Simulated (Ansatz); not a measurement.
This Ansatz (a program for electronic structure) input (CCSD(T)/aug-cc-pV(Q+d)Z) gives -99.65291 Eh with 80 basis functions. A basis named .json is the Basis Set Exchange file of that set (core-valence sets with the plain set on hydrogen).

Ansatz 0.2 input:
```yaml
crystal:
  periodic: [false, false, false]
  atoms:
    - {symbol: F, position_ang: [0.00000000, 0.00000000, 0.00000000]}
basis:
  gaussian:
    orbitals: aug-cc-pV_Q+d_Z.json
magnetization: {spin_polarized: true, initial_magnetization: 1}
correlation: {method: ccsd_t, electrons: outside_noble_gas}
scf: {lower_state_search: full}
```

Change:
```diff
- orbitals: aug-cc-pV_Q+d_Z.json
+ orbitals: def2-QZVP.json
```

Q: What does the run give now?

A: -99.65118 Eh (CCSD(T)/def2-QZVP, 57 functions), a change of +1.73 mEh.
